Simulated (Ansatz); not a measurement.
A run for Ansatz (an electronic-structure program): R-PBE/def2-TZVPP on BH5N2O (SMILES NB(N)O), a point of a torsion scan.

Ansatz 0.2 input:
```yaml
crystal:
  periodic: [false, false, false]
  atoms:
    - {symbol: N, position_ang: [0.91139566, 0.93448698, -0.20308886]}
    - {symbol: B, position_ang: [0.10210276, -0.21857379, -0.13405002]}
    - {symbol: N, position_ang: [-1.30783210, -0.10210724, -0.14113939]}
    - {symbol: O, position_ang: [0.71412148, -1.46257312, -0.16095021]}
    - {symbol: H, position_ang: [1.91058985, 0.86108248, -0.14880490]}
    - {symbol: H, position_ang: [0.57081809, 1.86171946, -0.02720766]}
    - {symbol: H, position_ang: [-1.78768774, 0.77553211, -0.07115065]}
    - {symbol: H, position_ang: [-1.91700716, -0.89435935, -0.05251683]}
    - {symbol: H, position_ang: [0.43874027, -2.01424936, -0.88688270]}
basis:
  gaussian:
    orbitals: def2-TZVPP
hamiltonian:
  xc: {name: PBE}
scf: {lower_state_search: off}
```

It printed:

```
WARN ansatz: RAYON_NUM_THREADS=1 ignored (pool sized by the plan → 1); use --threads N
Functional definition: PBE
these checks for a lower state are left out or cut short: stability, starts, cluster_reference, orbital_swaps, neighbouring_geometries, increment
integrals: 0.08 GiB planned
925 factors; their error is unknown
mean field: 0.70 GiB planned
mean field evaluation 1: about -5764.5794 eV, gradient 1.0e2 eV
mean field evaluation 2: about -5714.2193 eV, gradient 1.8e2 eV
mean field evaluation 4: about -5783.5211 eV, gradient 1.6e1 eV
mean field evaluation 8: about -5783.9779 eV, gradient 1.5e-1 eV
mean field evaluation 16: about -5783.9713 eV, gradient 8.0e-5 eV
mean field -5783.97130176 eV, -212.5570248232 hartree, gradient 7.4e-6 eV, S^2 0.000000; 0 other end points of the search recorded, 0 dependent functions left out
reference -5783.97133916 eV, -212.5570261975 hartree; 16, 16 occupied and 178, 178 virtual orbitals, 925 factors
Total energy: -5783.97133916 eV, -212.5570261975 hartree
Checks for a lower state left out: stability, starts, cluster_reference, orbital_swaps, neighbouring_geometries, increment
```

The calculation finished and met its thresholds.

Cost: roughly 1.2 core-seconds.
